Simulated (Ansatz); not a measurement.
Mulliken charges of `OC=[Se]` from r2SCAN/def2-TZVPP in Ansatz (PBE0-D4/def2-TZVP geometry).

```
atom   x (Å)   y (Å)   z (Å)  charge (e)
  O1  -0.568  -0.853  -0.067      -0.190
  C2   0.258   0.176   0.073       0.029
 Se3   1.762   0.108   0.971      -0.150
  H4  -1.333  -0.598  -0.597       0.218
  H5  -0.069   1.093  -0.422       0.093
```

Q: By hand: the dipole of these point charges (1 e Å = 4.8032 D).

A: Σ q r = (-0.446, 0.122, -0.300) e Å, of length 0.551 e Å = 2.65 D.

Q: How does the dipole of the full density compare? (An estimate is asked.)

A: Ansatz gave: (-0.651, 0.149, -0.429) e Å, 3.81 D; the point charges give 0.70 times that, at 2° from its direction.

Point charges leave out the atoms' own dipoles, such as those of lone pairs, and Mulliken's split depends on the basis, so the two needn't agree.
